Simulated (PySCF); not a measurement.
# Nuclear quadrupole coupling in `C=C[P@@H](=S)CCC`

C₅H₁₁PS.
Z-matrix (Å and degrees, GFN2-xTB geometry), rows numbered from 1:
```
C 
C   1  1.3220
P   2  1.8166  1  120.69
S   3  1.9286  2  116.94  1    -1.01
C   3  1.8498  2  107.14  1   132.28
C   5  1.5230  3  111.48  2   -90.99
C   6  1.5213  5  111.75  3    63.78
H   1  1.0777  2  122.86  3   178.77
H   1  1.0807  2  120.00  3    -1.55
H   2  1.0825  1  122.96  3  -178.20
H   3  1.4053  2   98.81  1  -125.48
H   5  1.0929  3  108.91  2    32.49
H   5  1.0953  3  105.95  2   149.09
H   6  1.0928  5  109.21  3  -174.08
H   6  1.0934  5  108.53  3   -56.44
H   7  1.0886  6  111.04  5    57.41
H   7  1.0871  6  110.54  5   177.98
H   7  1.0896  6  109.70  5   -62.75
```

Field gradients from the PBE0/pcSseg-1 density (PySCF, non-relativistic), principal values in atomic units, ordered |Vxx| ≤ |Vyy| ≤ |Vzz|:

```tsv
atom	Vxx	Vyy	Vzz
S4	-1.0906	-1.2076	2.2982
```

**Question.** Find the asymmetry η = (Vxx − Vyy)/Vzz and the couplings χ = eQV/h (234.96 MHz × Q in barn × V in au), with Q(33S) = −0.0678 b.

**Answer.** 
```json
{"atom": "S4", "environment": "sulfur bonded to P", "nucleus": "33S", "η": "0.05", "χzz (MHz)": "-36.61", "χxx (MHz)": "17.37", "χyy (MHz)": "19.24"}
```

**Question.** What is Vzz at S4 in SI units (1 au = 9.71736 × 10²¹ V/m²)?

**Answer.** 2.2982 au = 22.332 × 10²¹ V/m².

**Question.** And the gradient at the other heavy atoms, for which no coupling is worked out here?

**Answer.** 
| atom | environment | Vzz (au) | η |
| --- | --- | --- | --- |
| C1 | terminal =CH2 carbon | 0.432 | 0.22 |
| C2 | alkene CH carbon | -0.241 | 0.97 |
| P3 | phosphorus bonded to 2 C, S and H | -0.196 | 0.50 |
| C5 | sp3 carbon bound to phosphorus | 0.112 | 0.25 |
| C6 | chain CH2 carbon | 0.108 | 0.75 |
| C7 | methyl carbon | 0.057 | 0.42 |

**Question.** What couplings would deuterons (Q(2H) = 0.00286 b) have in place of the hydrogens, at this geometry?

**Answer.** 
```json
{"atom": "H8", "bonded to": "C1", "bond length (Å)": "1.078", "Vzz (au)": "0.3337", "η": "0.02", "χzz (kHz)": "224"}
{"atom": "H9", "bonded to": "C1", "bond length (Å)": "1.081", "Vzz (au)": "0.3170", "η": "0.03", "χzz (kHz)": "213"}
{"atom": "H10", "bonded to": "C2", "bond length (Å)": "1.082", "Vzz (au)": "0.3265", "η": "0.06", "χzz (kHz)": "219"}
{"atom": "H11", "bonded to": "P3", "bond length (Å)": "1.405", "Vzz (au)": "0.1805", "η": "0.01", "χzz (kHz)": "121"}
{"atom": "H12", "bonded to": "C5", "bond length (Å)": "1.093", "Vzz (au)": "0.3044", "η": "0.02", "χzz (kHz)": "205"}
{"atom": "H13", "bonded to": "C5", "bond length (Å)": "1.095", "Vzz (au)": "0.2982", "η": "0.03", "χzz (kHz)": "200"}
{"atom": "H14", "bonded to": "C6", "bond length (Å)": "1.093", "Vzz (au)": "0.3037", "η": "0.03", "χzz (kHz)": "204"}
{"atom": "H15", "bonded to": "C6", "bond length (Å)": "1.093", "Vzz (au)": "0.2932", "η": "0.03", "χzz (kHz)": "197"}
{"atom": "H16", "bonded to": "C7", "bond length (Å)": "1.089", "Vzz (au)": "0.3143", "η": "0.03", "χzz (kHz)": "211"}
{"atom": "H17", "bonded to": "C7", "bond length (Å)": "1.087", "Vzz (au)": "0.3174", "η": "0.02", "χzz (kHz)": "213"}
{"atom": "H18", "bonded to": "C7", "bond length (Å)": "1.090", "Vzz (au)": "0.3054", "η": "0.05", "χzz (kHz)": "205"}
```

Geometry: GFN2-xTB, one conformer, isolated molecule. GFN2-xTB bond lengths can be off by several hundredths of an ångström, more for odd bonds, and the gradients follow them. With so small a basis the couplings can be 20 % off.
